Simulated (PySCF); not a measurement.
## Ionisation energy of Mn by level of theory

Mn [Ar] 3d5 4s2 (6S) → Mn⁺ [Ar] 3d5 4s1 (7S), as a difference of total energies. Computed with PySCF 2.14 in cc-pVDZ (6s5p3d1f, 43 functions), with no relativity, point nucleus. Correlated levels: valence: [Ar] frozen. The calculations carry no spin-orbit coupling.

Order these methods by the ionisation energy they give, lowest first.
A. PBE0
B. PBE
C. UHF
D. MP2 (valence)

C (5.982 eV), D (6.845 eV), A (7.028 eV), B (7.163 eV).

These non-relativistic numbers lack the scalar-relativistic shift.

Errors of the correlated levels include the incompleteness of this basis and the frozen core.

MP2 underrates the near-degeneracy of ns² with np² in the lower species.

For comparison: 7.434 eV (measured; NIST Atomic Spectra Database, ionization energies).
